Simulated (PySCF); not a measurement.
Structure from NMR data

Molecular formula: C$_{3}$H$_{4}$F$_{3}$NSi. Simulated spectra:

¹H NMR (500 MHz, computed): δ 2.20 (m, 1H), 1.55 (d, 3H).

¹³C{¹H} NMR (computed): δ 120.8 (C), 13.9 (CH3), 9.6 (CH).

[PySCF 2.14.0 with density-fitted response routines: GIAO PBE0/pcSseg-1 shieldings; geometry: GFN2-xTB; one averaged value for each set of equivalent atoms; in vacuum; non-relativistic; one conformer]

Shifts are taken against calculated references (same method and geometry level): ¹H, ¹³C vs TMS.

**Question.** Which of these isomers gave the spectra?
A. C[C@@H](C#N)[Si](F)(F)F
B. C#C[Si@H](N)C(F)(F)F
C. N#C[C@H]([SiH3])C(F)(F)F
D. [H]/N=C\C=C\[Si](F)(F)F
E. [H]/N=C\C=C/[Si](F)(F)F

**Answer.** A. 

1. The formula gives 2 degrees of unsaturation (no ring in the answer).
2. 3 carbon signals for 3 carbons: no two carbons are equivalent.
3. Carbon types of the structure: 1 × C, 1 × CH, 1 × CH3, which accounts for all hydrogens.
4. δC 120.8: nitrile carbon; C≡N carbons fall here, among the sp2 signals but without a proton.
5. δC 13.9: methyl carbon; aliphatic region, no heteroatom directly attached.
6. δC 9.6: sp3 CH bonded to Si, α to a nitrile; an electropositive neighbour leaves it electron-rich and shielded.
7. δH 2.20: hydrogen on an sp3 CH bonded to Si, α to a nitrile.
8. δH 1.55: hydrogen on a methyl carbon.

The others: [H]/N=C\C=C\[Si](F)(F)F would give 3 signals for carbon-bound and other non-exchanging H, not 2; C#C[Si@H](N)C(F)(F)F has carbons computed at 138.2, 103.1, 87.6, with a different DEPT pattern; [H]/N=C\C=C/[Si](F)(F)F would give 3 signals for carbon-bound and other non-exchanging H, not 2; N#C[C@H]([SiH3])C(F)(F)F has carbons computed at 134.7, 118.1, 21.7, with a different DEPT pattern.

Splittings by ¹⁹F in the carbon and heteronuclear signals aren't shown, as no couplings were computed. Shifts are as computed. Against solution values, carbons near 30 ppm lie about +3 ppm off and those near 130 ppm about +5 ppm. Of 1211 compounds with measured shifts, 218 miss one by over three times the rms of a fit or turn the order of signals round; such compounds aren't used in these exercises. No couplings were computed; multiplicities are counted from neighbouring protons, with m where these are inequivalent, close in shift, in a saturated or five-membered ring or joined by F or P, and br s for small geminal =CH2 splittings.
